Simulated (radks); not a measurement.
Values are calculated unless marked as measured or tabulated.
These are the eigenvalues of the occupied orbitals of an atom or ion with whole-number occupations (eV). Code: a radial shooting solver on a logarithmic mesh with Libxc functionals. Model: non-relativistic Kohn-Sham, LDA (Slater exchange, Perdew-Wang correlation), spin-unpolarised, spherical densities, point nucleus.

| orbital | eigenvalue |
|---|---|
| 1s | -28367.38 |

Which element is it, and in what charge state? The configuration may be excited.

Answer. Z = 46, palladium, charge +45: Pd45+ in 1s1. The 1s level, -1042.5 hartree, gives Z - s = 45.7 by -(Z - s)^2/2, which with screening narrows Z to a few neighbours, and the depths must fix Z and the occupations together.
